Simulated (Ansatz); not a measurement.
The cluster Ti2Cl. The state is a doublet with charge 0. Geometry r2SCAN-D4/def2-TZVP; atoms count from 1.

```xyz
3

Ti    1.957   -0.671    0.692
Ti   -0.624   -0.715   -0.154
Cl   -1.333    1.386   -0.538
```

The charge 0 doublet is spin-contaminated (final ⟨S²⟩ up to 2.87, 0.75 for a pure state). The structure comes from a short search, and lower isomers may exist.

(1) Estimate the Mulliken populations from the PBE0/def2-TZVP orbitals of Ansatz.

(2) Where does the spin sit?

(3) And the Mayer bond orders between heavy atoms (over 0.3)?

Answers

(1) 
```tsv
atom	charge (e)	spin (α − β)	d electrons
Ti1	0.08	3.20	2.86
Ti2	0.40	-2.22	2.55
Cl3	-0.48	0.02	–
```
Mulliken values depend strongly on the basis.

(2) Summed by element: Ti 0.98, Cl 0.02, of 1 unpaired in all. Largest on single atoms: Ti1 3.20, Ti2 -2.22, Cl3 0.02.

(3) Ti1–Ti2 1.19 (2.72 Å); Ti2–Cl3 0.96 (2.25 Å).
